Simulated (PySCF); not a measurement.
# Sn (tin, neutral) across methods

[Kr] 4d10 5s1 5p2 6s1, high-spin 5P determinant (an excited configuration). Computed with PySCF 2.14 in aug-cc-pwCVTZ-DK3 with one added diffuse shell each of s, p, d, f type (11s10p8d5f1g, 125 functions), with the spin-free X2C one-electron Hamiltonian (Gaussian nucleus).

```tsv
method	E (hartree)	mean ε 5s α (eV)	mean ε 5p α (eV)	mean ε 6s α (eV)	Σ⟨r²⟩ (bohr²)	⟨S²⟩
PW91	-6176.41	-15.226	-7.565	-1.952	98.67	6.001
r2SCAN	-6175.93	-15.779	-7.947	-1.924	100.2	6.003
TPSSh	-6175.66	-15.835	-8.002	-1.987	99.99	6.002
PBE	-6175.50	-15.152	-7.519	-1.933	99.02	6.001
revPBE	-6175.76	-15.102	-7.506	-1.911	99.39	6.002
UHF	-6173.24008	-20.781	-11.407	-2.941	107.3	6.004
LDA	-6169.88	-15.359	-7.582	-2.014	97.15	6.001
PBE0	-6175.58	-16.725	-8.600	-2.254	100.2	6.002
```

The outer electron is Rydberg-like, and this basis confines it to a smaller radius and binds it less than a complete one would.
